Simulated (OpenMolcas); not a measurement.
## Levels of Ba II by method

```json
{
 "Program": "OpenMolcas",
 "Basis": "ANO-RCC-VTZP [8s7p4d2f1g]",
 "Scalar Hamiltonian": "DKH2, point nucleus",
 "Active space": "1 electron in 9 orbitals (5d 6s 6p)",
 "State averaging": "2S+1 = 2 even, 6 roots; 2S+1 = 2 odd, 3 roots",
 "Spin-orbit coupling": "state interaction with AMFI integrals over the reference wave functions, term energies averaged over their components"
}
```

Methods on the same reference wave functions:
A. CASSCF
B. SS-CASPT2, IPEA 0.25 Eh, imaginary shift 0.1 Eh (closed shells correlated: 5s 5p)
C. XMS-CASPT2, IPEA 0.25 Eh, imaginary shift 0.1 Eh (closed shells correlated: 5s 5p)

Energies in cm-1 above 6s 2S 1/2, the measured ground level; measured values from NIST Handbook of Basic Atomic Spectroscopic Data.

```csv
Level,A,B,C,Measured
6s 2S 1/2,0.0,0.0,0.0,0.0
5d 2D 3/2,7223,6600,6630,4874
5d 2D 5/2,8024,7400,7430,5675
6p 2P* 1/2,18140,19980,20240,20262
6p 2P* 3/2,19176,21010,21270,21952
```

Deviations, from unrounded energies. A percentage is the sum of absolute deviations over the sum of measured energies, with the sign that they share, or ± where signs differ.

```csv
Against measurement,Levels,A,B,C
mean absolute deviation (cm-1),4,2400,1200,1100
other configurations (%),4,±18.2,±8.9,±8.0
```

C lies closest to measurement on these levels and A furthest from it. The largest miss of C in the table is 5d 2D 5/2, by +1800 cm-1. The ranking rests on the paired levels alone, and a cruder setting can come out closer through cancelling errors.

Between B and C the level of the table that moves most is 6p 2P* 1/2, by 260 cm-1 (lowest in B, highest in C). Moves below CASPT2's spread within the term are not significant.

The lowest spin-free term lies below A's lowest term by 0.171 hartree in B, 0.173 hartree in C.

CASPT2 does not keep the components of a term degenerate, so their means are used; among the terms shown or strongly mixed into the levels shown the widest spread is 19 cm-1 (5d 2D, C). ANO sets are built for ground and valence states and can reach diffuse excited orbitals poorly. With one active electron the reference holds no correlation, so core polarisation is missing (holds for A). With one active electron, CASPT2 adds the correlation within the correlated inactive shells and between them and that electron, and leaves the splitting within a term as the reference gives it (holds for B; C). Computed and measured levels are paired by configuration, term and J; levels that our copy of the source lacks, or whose pairing is in doubt (as where it misses far off the trend of its configuration), stay unpaired and out of the deviations. Levels of configurations outside the active space are missing.

* marks odd parity.
